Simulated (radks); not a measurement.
Q: All-electron atom: Xe4+ in [Kr] 4d10 5s2 5p2 (the NIST ground configuration). All-electron calculation, scalar-relativistic Kohn-Sham, PBE, spin-polarised, spherical densities, finite nucleus; open shells are filled with parallel spins first (spin-orbit coupling, left out, can overturn this in heavy ions); Fermi nuclear charge, rms radius 4.7859 fm. Program: a radial shooting solver on a logarithmic mesh with Libxc functionals. Some entries of the table are withheld. Estimate them.

| orbital | occ. | eigenvalue (hartree) | <r^2> (bohr^2) |
|---|---|---|---|
| 1s up | 1 | -1264.859 | 0.0009638 |
| 1s down | 1 | -1264.856 | 0.0009638 |
| 2s up | 1 | -198.3309 | 0.01549 |
| 2s down | 1 | -198.3292 | 0.01549 |
| 2p up | 3 | -178.1493 | 0.01228 |
| 2p down | 3 | -178.1461 | 0.01228 |
| 3s up | 1 | -41.95179 | 0.1073 |
| 3s down | 1 | -41.94849 | 0.1073 |
| 3p up | 3 | -35.43257 | 0.1074 |
| 3p down | 3 | -35.42879 | 0.1074 |
| 3d up | 5 | -25.76379 | 0.09325 |
| 3d down | 5 | -25.76018 | 0.09324 |
| 4s up | 1 | -8.98146 | 0.5789 |
| 4s down | 1 | -8.97333 | 0.5785 |
| 4p up | 3 | -6.91478 | 0.6639 |
| 4p down | 3 | -6.90606 | 0.6625 |
| 4d up | 5 | -3.89871 | 0.8843 |
| 4d down | 5 | -3.88513 | 0.8755 |
| 5s up | 1 | -2.30242 | 3.267 |
| 5s down | 1 | -2.22573 | 3.252 |
| 5p up | 2 | -1.79155 | 4.190 |
| 5p down | 0 | -1.71143 | 4.229 |
| 5d up | 0 | (1) | 7.087 |
| 5d down | 0 | (2) | 7.378 |
| 4f up | 0 | (3) | 3.387 |
| 6s up | 0 | -0.95828 | 13.30 |
| 4f down | 0 | (4) | 3.252 |
| 6p up | 0 | -0.78928 | 16.92 |

A: 
(1) 5d up eigenvalue (hartree): -1.11237
(2) 5d down eigenvalue (hartree): -1.04358
(3) 4f up eigenvalue (hartree): -1.00416
(4) 4f down eigenvalue (hartree): -0.95347
